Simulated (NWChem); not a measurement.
All runs are NWChem calculations. System: ClGa, charge 0, spin multiplicity 1, at a geometry optimised with B3LYP/def2-SVP. The structure started from a generated list of species. Level: CR-EOMCCSD(T)/def2-SVPD, 14 core orbitals frozen.

Job file:

```
start mol
memory heap 100 mb stack 700 mb global 1900 mb
geometry units angstroms nocenter noautoz
  Ga     0.000000     0.000000    -0.790946
  Cl     0.000000     0.000000     1.442313
  symmetry group C2v
end
basis spherical
  * library def2-svpd
end
scf
  rhf
  nopen 0
  maxiter 100
  thresh 1e-7
  semidirect memsize 60000000 filesize 0
end
tce
  freeze core 14
  creomsd(t)
  nroots 1
  2eorb
  2emet 13
  thresh 1e-5
  maxiter 200
  tilesize 24
end
task tce energy
```

Output (cleaned and shortened):

```
             Northwest Computational Chemistry Package (NWChem) 7.3.0
             --------------------------------------------------------

                                NWChem Input Module
                                -------------------

 Scaling coordinates for geometry "geometry" by  1.889725989
 (inverse scale =  0.529177249)

 Turning off AUTOSYM since
 SYMMETRY directive was detected!

                             Geometry "geometry" -> ""
                             -------------------------

 Output coordinates in angstroms (scale by  1.889725989 to convert to a.u.)

  No.       Tag          Charge          X              Y              Z
 ---- ---------------- ---------- -------------- -------------- --------------
    1 Ga                  31.0000     0.00000000     0.00000000    -0.79094600
    2 Cl                  17.0000     0.00000000     0.00000000     1.44231300

 Effective nuclear repulsion energy (a.u.)     124.8741906885

            Nuclear Dipole moment (a.u.)
            ----------------------------
        X                 Y               Z
 ---------------- ---------------- ----------------
     0.0000000000     0.0000000000    -0.0000094486

      Symmetry information
      --------------------

 Group name             C2v
 Group number             16
 Group order               4
 No. of unique centers     2

      Symmetry unique atoms

     1    2


 Summary of "ao basis" -> "" (spherical)
 ------------------------------------------------------------------------------
       Tag                 Description            Shells   Functions and Types
 ---------------- ------------------------------  ------  ---------------------
 *                         def2-svpd                  on all atoms

 Summary of "ao basis" -> "ao basis" (spherical)
 ------------------------------------------------------------------------------
       Tag                 Description            Shells   Functions and Types
 ---------------- ------------------------------  ------  ---------------------
 Ga                        def2-svpd                14       38   6s4p4d
 Cl                        def2-svpd                11       27   5s4p2d

                                 NWChem SCF Module
                                 -----------------

  ao basis        = "ao basis"
  functions       =    65
  atoms           =     2
  closed shells   =    24
  open shells     =     0
  charge          =   0.00
  wavefunction    = RHF
  use symmetry    = T
  symmetry adapt  = T

 Summary of "ao basis" -> "ao basis" (spherical)
 ------------------------------------------------------------------------------
       Tag                 Description            Shells   Functions and Types
 ---------------- ------------------------------  ------  ---------------------
 Ga                        def2-svpd                14       38   6s4p4d
 Cl                        def2-svpd                11       27   5s4p2d

      Symmetry analysis of basis
      --------------------------

        a1         31
        a2          6
        b1         14
        b2         14

 Forming initial guess at       0.1s

      Superposition of Atomic Density Guess
      -------------------------------------

 Sum of atomic energies:       -2382.30560449

      Non-variational initial energy
      ------------------------------

 Total energy =   -2382.350688
 1-e energy   =   -3568.466908
 2-e energy   =    1061.242030
 HOMO         =      -0.290249
 LUMO         =       0.011451
[...]
CR-EOMCCSD(T) triples loop cpu wall             1.6            1.6

 CR-EOMCCSD(T)  total energy / hartree       =     -2382.551188919690048
 CR-EOMCCSD(T)  excitation energy (eV)       =      6.20024

 =========================================
 Excited-state calculation ( b1  symmetry)
 =========================================
 Dim. of EOMCC iter. space      500

 EOMCCSD SOLVER TYPE  1
  maxdiff =   0.38743847709001572

 No. of initial right vectors    1

 EOM-CCSD right-hand side iterations
 --------------------------------------------------------------
      Residuum       Omega / hartree  Omega / eV    Cpu    Wall
 --------------------------------------------------------------

 Iteration   1 using    1 trial vectors
   0.3613845534192   0.2570454615422    6.99457     0.4     0.4

 Iteration   2 using    2 trial vectors
   0.1049912829479   0.1948645240907    5.30254     0.3     0.3

 Iteration   3 using    3 trial vectors
   0.0527845109099   0.1880054324689    5.11589     0.3     0.3

 Iteration   4 using    4 trial vectors
   0.0313630491786   0.1852026870402    5.03962     0.3     0.3

 Iteration   5 using    5 trial vectors
   0.0136577074492   0.1842848446175    5.01465     0.3     0.3

 Iteration   6 using    6 trial vectors
   0.0055450318765   0.1841564968093    5.01116     0.3     0.3

 Iteration   7 using    7 trial vectors
   0.0021997443059   0.1841262033954    5.01033     0.3     0.3

 Iteration   8 using    8 trial vectors
   0.0010113504342   0.1841203085431    5.01017     0.3     0.3

 Iteration   9 using    9 trial vectors
   0.0005056540279   0.1841269306385    5.01035     0.3     0.3

 Iteration  10 using   10 trial vectors
   0.0002317210381   0.1841247995108    5.01029     0.3     0.3

 Iteration  11 using   11 trial vectors
   0.0000964285624   0.1841246315507    5.01029     0.3     0.3

 Iteration  12 using   12 trial vectors
   0.0000450622113   0.1841250220637    5.01030     0.3     0.3

 Iteration  13 using   13 trial vectors
   0.0000247875800   0.1841249600681    5.01030     0.3     0.3

 Iteration  14 using   14 trial vectors
   0.0000121890891   0.1841248661064    5.01029     0.3     0.3

 Iteration  15 using   15 trial vectors
   0.0000057289946   0.1841248984067    5.01030     0.3     0.3
 --------------------------------------------------------------
 Iterations converged
 ------------------

 Excited state root  1
 Excitation energy / hartree =        0.184124898406717
                   / eV      =        5.010295542417424
 largest EOMCCSD amplitudes: R1 and R2

 Singles contributions
    26b1  (alpha) ---    21a1  (alpha)       -0.1451542997
    26b1  (alpha) ---    24a1  (alpha)        0.9033805594
    32b1  (alpha) ---    24a1  (alpha)       -0.1337736808

 Doubles contributions
======= CR-EOMCCSD(T) calculation ======
corresponding R0 value =     0.000000

CR-EOMCCSD(T) Intermediates cpu wall time             0.7            0.7
 creom_N i2_1 nr of boxes                   168
 creom_N i2_2 nr of boxes                   168
 creom_N i2_3 nr of boxes                   168
 creom_N i2_4 nr of boxes                   168

CR-EOMCCSD(T) triples loop cpu wall             1.5            1.5

 CR-EOMCCSD(T)  total energy / hartree       =     -2382.598472767816020
 CR-EOMCCSD(T)  excitation energy (eV)       =      4.91358

 =========================================
 Excited-state calculation ( b2  symmetry)
 =========================================
 Dim. of EOMCC iter. space      500

 EOMCCSD SOLVER TYPE  1
  maxdiff =   0.38743847709001406

 No. of initial right vectors    1

 EOM-CCSD right-hand side iterations
 --------------------------------------------------------------
      Residuum       Omega / hartree  Omega / eV    Cpu    Wall
 --------------------------------------------------------------

 Iteration   1 using    1 trial vectors
   0.3613845534192   0.2570454615422    6.99457     0.8     0.8

 Iteration   2 using    2 trial vectors
   0.1049912829479   0.1948645240907    5.30254     0.6     0.6

 Iteration   3 using    3 trial vectors
   0.0527845109099   0.1880054324690    5.11589     0.6     0.6

 Iteration   4 using    4 trial vectors
   0.0313630491786   0.1852026870402    5.03962     0.6     0.6

 Iteration   5 using    5 trial vectors
   0.0136577074492   0.1842848446175    5.01465     0.5     0.5

 Iteration   6 using    6 trial vectors
   0.0055450318765   0.1841564968093    5.01116     0.4     0.4

 Iteration   7 using    7 trial vectors
   0.0021997443059   0.1841262033954    5.01033     0.3     0.3

 Iteration   8 using    8 trial vectors
   0.0010113504342   0.1841203085431    5.01017     0.3     0.3

 Iteration   9 using    9 trial vectors
   0.0005056540279   0.1841269306385    5.01035     0.3     0.3

 Iteration  10 using   10 trial vectors
   0.0002317210381   0.1841247995108    5.01029     0.5     0.5

 Iteration  11 using   11 trial vectors
   0.0000964285624   0.1841246315507    5.01029     0.5     0.5

 Iteration  12 using   12 trial vectors
   0.0000450622113   0.1841250220637    5.01030     0.5     0.5

 Iteration  13 using   13 trial vectors
   0.0000247875800   0.1841249600681    5.01030     0.5     0.5

 Iteration  14 using   14 trial vectors
   0.0000121890891   0.1841248661064    5.01029     0.5     0.5

 Iteration  15 using   15 trial vectors
   0.0000057289946   0.1841248984067    5.01030     0.5     0.5
 --------------------------------------------------------------
 Iterations converged
 ------------------

 Excited state root  1
 Excitation energy / hartree =        0.184124898406720
                   / eV      =        5.010295542417531
 largest EOMCCSD amplitudes: R1 and R2

 Singles contributions
    25b2  (alpha) ---    21a1  (alpha)       -0.1451542997
    25b2  (alpha) ---    24a1  (alpha)        0.9033805594
    33b2  (alpha) ---    24a1  (alpha)       -0.1337736808

 Doubles contributions
======= CR-EOMCCSD(T) calculation ======
corresponding R0 value =     0.000000

CR-EOMCCSD(T) Intermediates cpu wall time             1.2            1.2
 creom_N i2_1 nr of boxes                   168
 creom_N i2_2 nr of boxes                   168
 creom_N i2_3 nr of boxes                   168
 creom_N i2_4 nr of boxes                   168

CR-EOMCCSD(T) triples loop cpu wall             2.8            2.8

 CR-EOMCCSD(T)  total energy / hartree       =     -2382.598472767816020
 CR-EOMCCSD(T)  excitation energy (eV)       =      4.91358

 Task  times  cpu:       51.8s     wall:       51.8s

 Total times  cpu:       51.9s     wall:       51.9s
```
